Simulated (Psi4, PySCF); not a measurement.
CH$_{2}$BF$_{3}$O (SMILES OBC(F)(F)F), singlet, geometry from GFN2-xTB, atoms displaced at random by about 0.03 Å a coordinate. Base run: TPSS/STO-3G, gradient (PySCF).

Input for PySCF:
```python
from pyscf import gto, scf, dft

mol = gto.M(
    atom='''
B    -0.45291350    0.79220093    0.99240180
C    -0.06280853   -0.39527150   -0.16549648
F    -1.13334758   -0.81589419   -0.91146164
F     0.52586973   -1.50251980    0.45382760
F     0.90040771    0.11948182   -1.05046270
H    -1.21148576    0.48153214    1.83460873
O     0.07687854    1.96598442    0.89435848
H     0.72764683    2.19982404    0.23075403
''',
    basis='sto-3g',
    verbose=4,
)

mf = dft.RKS(mol)
mf.xc = 'tpss'
mf.kernel()
g = mf.nuc_grad_method()
grad = g.kernel()
```

Programs used: Psi4, PySCF; a row that names a program was run with it.

The coordinate followed is x of atom 7.

Each row names what was changed in the base input (with any setting that the change needs).

```tsv
change	dE/dx (Eh/bohr)	net force (Eh/bohr)
base	0.032903	0.000538
grids.level = 0; grid_response = on	0.037564	0.000000
density fitting = on; auxbasis_response = off	0.035019	0.002120
grids.level = 1; grid_response = off	0.032578	0.002888
finite difference step (bohr) = 0.2; conv_tol = 1e-11	0.035348	-
conv_tol = 1e-11	0.032904	0.000538
finite difference step (bohr) = 1e-4; conv_tol = 1e-11	0.032866	-
grids.level = 0; grid_response = off	0.028744	0.036484
grids.level = 5; grid_response = off	0.032889	0.000009
code = psi4	0.032998	0.000290
conv_tol = 1e-6	0.032899	0.000538
finite difference step (bohr) = 1e-5; conv_tol = 1e-11	0.032867	-
```

The net force is zero for an exact gradient.
